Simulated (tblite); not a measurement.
Compound: C4H9NOSi.
Z-matrix (Å and degrees, GFN2-xTB geometry), rows numbered from 1:
```
C 
C   1  1.3292
Si  2  1.8970  1  126.46
N   3  1.7293  2  104.79  1    -6.95
C   2  1.4694  1  123.75  3   173.76
C   5  1.5078  2  119.55  1    16.37
O   5  1.2152  2  118.48  1  -163.88
H   1  1.0775  2  120.69  3     3.43
H   1  1.0803  2  123.37  3  -175.07
H   3  1.4685  2  108.06  1  -130.46
H   3  1.4585  2  111.03  1   105.39
H   4  1.0065  3  117.35  2   170.58
H   4  1.0077  3  118.81  2   -54.55
H   6  1.0871  5  109.79  2   170.95
H   6  1.0873  5  110.48  2    49.58
H   6  1.0888  5  109.22  2   -69.75
```

All values are computed: GFN2-xTB (tblite) harmonic vibrations without scaling, gas phase. The method is semi-empirical: single wavenumbers can be off by several per cent or more. Modes of hydrogen on silicon can be 10 to 20 % off. One conformer, not necessarily the lowest.

Harmonic wavenumbers (cm⁻¹): 33.1, 88.0, 128.7, 144.2, 196.1, 217.0, 258.7, 312.3, 376.8, 453.2, 541.7, 555.8, 581.5, 628.0, 647.6, 689.8, 721.5, 774.8, 834.1, 846.8, 889.7, 925.5, 980.5, 994.3, 1088.3, 1260.8, 1362.3, 1409.3, 1460.0, 1463.4, 1534.1, 1667.3, 1705.7, 2205.8, 2297.9, 3018.2, 3034.8, 3050.2, 3064.7, 3109.2, 3475.8, 3512.3.

A = 4150, B = 1424, C = 1091 MHz; mass 115.045 u (most abundant isotopes); point group C1, symmetry number 1.

**Question.** Zero-point energy?

**Answer.** Half the sum of the wavenumbers: 26270 cm⁻¹ = 314.26 kJ/mol.

**Question.** What is S at 298.15 K and 1 bar for an ideal gas of classical rigid rotors and harmonic oscillators?

**Answer.** Translation 168.04, rotation 118.42, vibration 118.22: S = 404.7 J/(mol K).

**Question.** And Cp and H(298.15 K) − H(0)?

**Answer.** Cp = 155.60 J/(mol K), of which vibrations give 122.34 (their classical limit is 42 R = 349.2); H(298.15 K) − H(0) = 28.48 kJ/mol without the zero-point energy, 18.56 from vibrations.

**Question.** How do the functions run with temperature in this model?

**Answer.** 
```csv
T (K),S (J/(mol K)),Cp (J/(mol K)),H − H(0) (kJ/mol),G − H(0) (kJ/mol),ln q(vib)
150,319.8,96.9,9.68,-38.29,3.00
250,378.9,137.5,21.42,-73.30,5.52
400,455.2,189.0,46.09,-136.01,9.27
600,541.6,237.1,89.03,-235.95,14.05
900,647.2,282.9,167.59,-414.88,20.57
```

q(vib) and H(0) count from the zero-point level.

**Question.** Blend soft modes into free rotors: weight 1/[1 + (100 cm⁻¹/ν̃)⁴] for the oscillator and the rest for a rotor with moment μB/(μ + B), μ = h/(8π²ν), B = 10⁻⁴⁴ kg m². What vibrational entropy results?

**Answer.** 108.86 J/(mol K) in place of 118.22, which changes −T·S at 298.15 K by +2.79 kJ/mol.

**Question.** What must be added to the electronic energy to get the Gibbs energy at 298.15 K and 1 bar?

**Answer.** ZPE + [H(298.15 K) − H(0)] − T·S = 314.26 + 28.48 − 120.65 = 222.09 kJ/mol.

Hindered rotation and anharmonicity are outside this model. Other conformers, if any are populated, would add a mixing term that is left out. The structure is chiral; the term R ln 2 for an equal mix with its mirror image is left out.
